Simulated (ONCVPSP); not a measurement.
# Which change was made? (Li, ONCV)

```
Element                 : lithium (Li)
Generator               : ONCVPSP 4.0.1
Type                    : optimised norm-conserving Vanderbilt (ONCV)
Functional              : BLYP
Relativity              : non-relativistic
Frozen core             : none
Valence charge          : 3
Reference configuration : 1s2 2s1
Partial waves           : 1s+2s: rc 1.05 bohr, ncon 4, nbas 9, qcut 9.2 1/bohr, 2 projectors; p scattering state at 0.14 Ha: rc 1.05 bohr, ncon 4, nbas 8, qcut 9.4 1/bohr, 2 projectors, debl 2.5 Ha
Local potential         : polynomial inside 1.05 bohr (lpopt 5, dvloc0 2 Ha)
Core correction         : none
```

Cutoffs, loose and tight: the cutoffs (Ha) at which the residual kinetic energy of the hardest occupied pseudo-wave falls to 1 and 0.1 mHa per electron. They do not see the model core or the augmentation charge, which bear on the density cutoff. Test errors are all-electron minus pseudo excitation energies from the reference, over the configurations 1s2 2s0; 1s2 2s0.5; 1s2 2s0 2p1; 1s1 2s1; variants that change the core or the reference have their own tests.

The base gives: outcome: generated; cutoff, loose: 37 Ha; cutoff, tight: 60 Ha; bound ghosts: none; GHOST(+) flags above zero: none; largest test error (meV): +920.

After one change the result is: outcome: generated; cutoff, loose: 70 Ha; cutoff, tight: 208 Ha; bound ghosts: none; GHOST(+) flags above zero: none; largest test error (meV): +1200. Which change was it?
A. s: qcut 10.9
B. s: qcut 6.4
C. s: qcut 7.6
D. s: qcut 13.6

C. The others give: s: qcut 6.4 → outcome: generated; cutoff, loose: 192 Ha; cutoff, tight: 227 Ha; bound ghosts: none; GHOST(+) flags above zero: none; largest test error (meV): +1488 | s: qcut 10.9 → outcome: generated; cutoff, loose: 44 Ha; cutoff, tight: 52 Ha; bound ghosts: none; GHOST(+) flags above zero: none; largest test error (meV): +718 | s: qcut 13.6 → outcome: generated; cutoff, loose: 54 Ha; cutoff, tight: 66 Ha; bound ghosts: none; GHOST(+) flags above zero: none; largest test error (meV): +520.
